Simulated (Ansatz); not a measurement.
The cluster B8N⁺. Charge 1, multiplicity 1. Geometry PBE0-D4/def2-SVP, basis def2-TZVP, Ansatz.

| atom | x (Å) | y (Å) | z (Å) |
| --- | --- | --- | --- |
| N1 | 1.859 | -0.059 | -1.345 |
| B2 | 0.124 | 1.097 | 0.707 |
| B3 | -1.489 | 0.989 | 1.757 |
| B4 | 1.189 | -1.151 | -1.666 |
| B5 | -0.417 | 2.074 | 1.791 |
| B6 | 1.202 | 0.593 | -0.413 |
| B7 | -0.137 | -1.973 | -1.328 |
| B8 | -1.082 | -1.400 | -0.253 |
| B9 | -1.249 | -0.171 | 0.750 |

```csv
run,HOMO (eV),LUMO (eV)
A,-11.24,-9.39
B,-10.43,-10.27
C,-12.35,-8.23
D,-10.54,-10.07
E,-13.14,-7.33
F,-13.27,-7.17
```

Another isomer (singlet) lies 2.76 eV lower at PBE0-D4/def2-TZVP; other spin states weren't run for this one.

The runs used CAM-B3LYP, PBE, PBE0, r2SCAN, ωB97M-V, ωB97X-V. Estimate which is which.

A PBE0 (25 % exact exchange); B PBE (0 % exact exchange); C CAM-B3LYP (range-separated); D r2SCAN (0 % exact exchange); E ωB97M-V (range-separated); F ωB97X-V (range-separated). Exact exchange lowers occupied and raises empty levels; among semilocal functionals meta-GGAs tend to open the gap a little, and such runs are hard to tell apart. The gap grows from 0.15 eV (PBE) to 6.10 eV (ωB97X-V). The restricted singlet is unstable towards broken spin symmetry in Hartree–Fock (as tested in another run); at PBE0-D4/def2-TZVP, PBE-D4/def2-TZVP, CAM-B3LYP-D4/def2-TZVP, r2SCAN-D4/def2-TZVP and others this wasn't settled.
